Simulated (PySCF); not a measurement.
**S⁺ (sulfur, charge +1) across methods**

[Ne] 3s1 3p3 4s1, high-spin 6S determinant (an excited configuration). All numbers are calculated (PySCF 2.14, no relativity, point nucleus, in dyall-av2z (13s9p2d, 50 functions)).

```tsv
method	E (hartree)	mean ε 3s α (eV)	mean ε 3p α (eV)	mean ε 4s α (eV)	Σ⟨r²⟩ (bohr²)	⟨S²⟩
wB97M-V	-396.9511	-39.761	-27.065	-9.784	35.76	8.750
PBE0	-396.8406	-37.722	-25.148	-8.297	35.95	8.750
LDA	-395.5868	-34.669	-23.392	-7.953	35.72	8.750
M06-2X	-396.9366	-39.431	-26.282	-8.982	36.25	8.750
PBE	-396.8031	-34.861	-23.446	-7.782	35.82	8.750
UHF	-396.47991	-45.650	-29.661	-9.535	36.46	8.750
B97-3	-396.9108	-37.688	-25.050	-8.286	36.03	8.750
BHandHLYP	-396.9704	-40.137	-26.414	-8.572	36.06	8.750
```

Question: Estimate the same row for r2SCAN.

Answer: E (hartree) = -396.9663; mean ε 3s α (eV) = -36.189; mean ε 3p α (eV) = -24.103; mean ε 4s α (eV) = -7.814; Σ⟨r²⟩ (bohr²) = 36.11; ⟨S²⟩ = 8.750.

The outer electron is Rydberg-like, and this basis confines it to a smaller radius and binds it less than a complete one would.
